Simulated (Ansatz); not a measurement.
Relaxation of C$_{2}$H$_{7}$FSSi$_{2}$ (13 atoms, charge 0, multiplicity 1), to a largest force component of 0.015 eV/Å in at most 40 steps.

The calculation used Ansatz, RKS B3LYP-D4/6-31G.

```xyz
13
Properties=species:S:1:pos:R:3:forces:R:3
F -1.667 -1.075 -1.035 -3.67 -2.61 -2.55
Si -0.502 -0.306 -0.307 1.74 2.05 1.79
Si 1.506 -0.798 -1.147 1.17 -0.52 -2.05
C -0.591 -0.380 1.546 -3.11 -2.30 1.42
S -0.092 1.357 1.640 1.16 2.05 1.85
C -0.841 1.525 -0.027 -1.71 1.04 -1.67
H 1.438 -1.767 -2.342 -0.19 0.31 0.45
H 2.228 0.383 -1.697 0.02 0.30 0.04
H 2.371 -1.445 -0.191 0.60 -0.45 0.88
H -0.009 -1.103 2.080 0.63 -0.19 0.45
H -1.699 -0.530 1.928 1.99 0.33 -0.75
H -0.299 2.212 -0.671 -0.06 0.29 0.02
H -1.951 1.798 -0.018 1.45 -0.30 0.12
```

Task: Where does it end, and by what steps?

Result: It converged. Limits of this set-up: no polarisation functions. After 7 steps the energy has fallen by 0.981 eV; S5 moved furthest, 0.20 Å.

| step | energy less start (eV) | largest force component (eV/Å) | accepted |
| --- | --- | --- | --- |
| 0 | 0.0000 | 3.673 | yes |
| 1 | -0.7572 | 1.857 | yes |
| 2 | -0.9386 | 0.344 | yes |
| 3 | -0.9632 | 0.127 | yes |
| 4 | -0.9754 | 0.123 | yes |
| 5 | -0.9786 | 0.076 | yes |
| 6 | -0.9804 | 0.022 | yes |
| 7 | -0.9806 | 0.011 | yes |

```xyz
13
Properties=species:S:1:pos:R:3
F -1.774 -1.131 -1.150
Si -0.541 -0.300 -0.301
Si 1.573 -0.846 -1.221
C -0.648 -0.447 1.608
S -0.234 1.442 1.758
C -0.856 1.579 -0.075
H 1.404 -1.809 -2.359
H 2.242 0.399 -1.725
H 2.435 -1.477 -0.167
H 0.091 -1.060 2.123
H -1.646 -0.640 2.007
H -0.251 2.278 -0.651
H -1.904 1.882 -0.088
```

The run took 44 s on 1 thread of Intel(R) Xeon(R) Platinum 8488C (Sapphire Rapids), on a shared host, peak memory 0.22 GiB.
